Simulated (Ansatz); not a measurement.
A run for Ansatz (a first-principles code): R-wB97X-V/def2-TZVPP on ClGeH3Si (SMILES [SiH3][Ge][Cl]), a point of a torsion scan.

Ansatz 0.2 input:
```yaml
crystal:
  periodic: [false, false, false]
  atoms:
    - {symbol: Si, position_ang: [-0.68293742, -0.04052115, 0.00967991]}
    - {symbol: Ge, position_ang: [1.50280681, -1.16303404, -0.09664654]}
    - {symbol: Cl, position_ang: [1.05945181, -2.76326623, 1.29397456]}
    - {symbol: H, position_ang: [-1.05702200, 0.43409075, 1.35089860]}
    - {symbol: H, position_ang: [-1.81020347, -0.87146560, -0.44112533]}
    - {symbol: H, position_ang: [-0.72601003, 1.15752095, -0.84555043]}
basis:
  gaussian:
    orbitals: def2-TZVPP
hamiltonian:
  xc: {name: wB97X-V}
scf: {lower_state_search: off}
```

The head of its log:

```
WARN ansatz: RAYON_NUM_THREADS=1 ignored (pool sized by the plan → 1); use --threads N
Functional definition: wB97X-V
these checks for a lower state are left out or cut short: stability, starts, cluster_reference, orbital_swaps, neighbouring_geometries, increment
integrals: 0.14 GiB planned
1167 factors; their error is unknown
integrals: 0.17 GiB planned
218 factors; integrals over basis functions are off by at most 3.2e-5 eV
mean field: 1.09 GiB planned
mean field evaluation 1: about -76958.5220 eV, gradient 2.1e1 eV
mean field evaluation 2: about -76959.1595 eV, gradient 2.1e1 eV
```

Problem. Give the final energy of this run.

Solution. -2828.2265 hartree.
